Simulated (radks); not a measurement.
Question: Species: Nd. Configuration: [Xe] 4f4 5d0.5 6s1.5 (fractional occupations, a model configuration). Calculated with a radial shooting solver on a logarithmic mesh with Libxc functionals: Dirac Kohn-Sham, BLYP, spin-unpolarised, spherical densities, finite nucleus; open shells fill j = l - 1/2 first; Fermi nuclear charge, rms radius 4.9123 fm.

Spin-orbit splittings of the eigenvalues, e(l+1/2) - e(l-1/2), with zeta = 2 splitting/(2l+1) and mean radii in bohr:

shell  occ.  splitting (eV)  zeta (eV)  <r> j=l-1/2  <r> j=l+1/2
2p        6           520.3      346.8      0.08421      0.09062
3p        6           103.8      69.22       0.2556       0.2681
3d       10           22.45      8.980       0.2394       0.2433
4p        6           22.55      15.03       0.6237       0.6520
4d       10           3.982      1.593       0.7015       0.7116
4f        4               ?          ?        1.142        1.177
5p        6           3.010      2.007        1.673        1.769
5d      0.5          0.1495    0.05982        3.453        3.589

Estimate the 4f splitting.

Answer: 0.3976 eV (zeta = 0.1136 eV).
